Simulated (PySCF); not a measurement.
How the method changes the constants of SnH⁺

State: ¹Σ⁺ (singlet), closed shell. Set-up: basis Sn x2c-SVPall, H x2c-SVPall; spin-free X2C with a Gaussian nucleus; PySCF 2.14. De refers to Sn⁺ + H in their high-spin ground configurations, without counterpoise correction. A positive dipole points towards H; it is taken about the centre of mass and depends on that origin.

| Level | Re (Å) | ωe (cm⁻¹) | De (eV) | μ (D) |
| --- | --- | --- | --- | --- |
| RHF | 1.746 | 1950 | 1.82 | 0.24 |
| RHF-MP2 | 1.745 | 1907 | 2.44 | n/a |
| RHF-SCS-MP2 | 1.748 | 1896 | 2.53 | n/a |
| RHF-CCSD | 1.756 | 1837 | 2.59 | n/a |
| RHF-CCSD(T) | 1.757 | 1828 | 2.61 | n/a |
| PBE | 1.787 | 1769 | 2.76 | 0.01 |
| BP86 | 1.786 | 1767 | 2.89 | -0.01 |
| r²SCAN | 1.767 | 1837 | 2.75 | 0.08 |
| r²SCANh | 1.762 | 1856 | 2.73 | 0.10 |
| PBE0 | 1.766 | 1846 | 2.70 | 0.09 |
| BHandHLYP | 1.755 | 1892 | 2.70 | 0.10 |

(1) Which functional lies closest to RHF-CCSD(T) in De, which farthest, and by how much do they differ from it?

(2) What does the step from GGA to meta-GGA do here, going from PBE to r²SCAN?

(3) What does the triples do here, going from RHF-CCSD to RHF-CCSD(T)?

Correlated steps freeze 18 core orbitals. Correlated levels converge slowly with the basis: in double zeta they bind strong bonds too weakly, by up to about 1 eV, and carry superposition errors of some tenths. These are scalar-relativistic numbers at best; spin–orbit coupling would shift them, the dissociation energy most. For an ion De counts to the pair picked by the measured ionisation energies or electron affinities, which need not be the lowest pair at this level. Where the molecule has an RHF reference, its open-shell atoms are computed with UHF.

The whole job (state search and all levels along the bond) took about 1.1 min on 1 thread of Arm Neoverse V1 (shared host), peak memory 0.44 GiB.

Results:

(1) Closest is PBE0 (+0.9 pm in Re, +1.0 % in ωe, +0.09 eV in De against RHF-CCSD(T) in the same basis), farthest BP86 (+2.9 pm in Re, -3.3 % in ωe, +0.28 eV in De). CCSD(T) converges more slowly with the basis than the functionals do and binds too weakly in this one, so the order can change at the basis-set limit.

(2) r²SCAN less PBE: -2.0 pm in Re, +3.8 % in ωe, -0.01 eV in De. 

(3) RHF-CCSD(T) less RHF-CCSD: +0.1 pm in Re, -0.5 % in ωe, +0.02 eV in De. Correlation nearly always deepens the well. The bond length hardly moves.
